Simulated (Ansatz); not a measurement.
System: BiCl2, charge 0, doublet. BiCl2 (SMILES [Cl][Bi][Cl], doublet).
B3LYP-D3(BJ)/def2-TZVP minimum from Ansatz (an electronic-structure program):
```xyz
3

Bi    -0.2594    -0.1405     0.3548
Cl    -0.2788     1.9807    -0.8842
Cl     1.5451    -1.2948    -0.8478
```
Charge 0, spin multiplicity 2.

Total energies in hartree (Ansatz). UHF or UKS for unpaired electrons; spin-orbit terms are left out. Correlated methods leave the cores frozen (noble-gas shells, and filled d and f shells in the p block). Past Kr the def2 sets carry scalar-relativistic core potentials. Spin-orbit terms, left out, reach several kcal/mol for Br and I, and more for heavier atoms.

| species | HF/def2-TZVPP | CCSD(T)/def2-TZVPP | HF/def2-QZVPP | CCSD(T)/def2-QZVPP | CCSD(T)/def2-SVP | CCSDT(Q)/def2-SVP |
|---|---|---|---|---|---|---|
| 1: BiCl2 (SMILES [Cl][Bi][Cl], doublet) | -1132.67192 | -1133.19404 | -1132.70055 | -1133.27251 | -1132.70653 | -1132.70836 |
| 2: Bi (quartet) | -213.59378 | -213.65641 | -213.59451 | -213.66150 | -213.63907 | -213.63920 |
| 3: Cl (doublet) | -459.47685 | -459.66464 | -459.48954 | -459.69535 | -459.44599 | -459.44629 |

Q: Work out the atomisation energy (electronic, to ground-state atoms) in kcal/mol: take Hartree-Fock from def2-QZVPP, extrapolate the CCSD(T) correlation energy as X^-3 (X = 3, 4), and add CCSDT(Q) - CCSD(T) in def2-SVP. 1 hartree = 627.51 kcal/mol.

A: 
Species 1: correlation (64·(-0.57196) - 27·(-0.52212))/37 = -0.60833; step -0.00183; E1 = -1132.70055 + (-0.60833) + (-0.00183) = -1133.31071
Species 2: correlation (64·(-0.06699) - 27·(-0.06263))/37 = -0.07017; step -0.00013; E2 = -213.59451 + (-0.07017) + (-0.00013) = -213.66481
Species 3: correlation (64·(-0.20581) - 27·(-0.18779))/37 = -0.21896; step -0.00030; E3 = -459.48954 + (-0.21896) + (-0.00030) = -459.70880
-1·E1 +1·E2 +2·E3 = 0.22830 hartree = 143.3 kcal/mol.
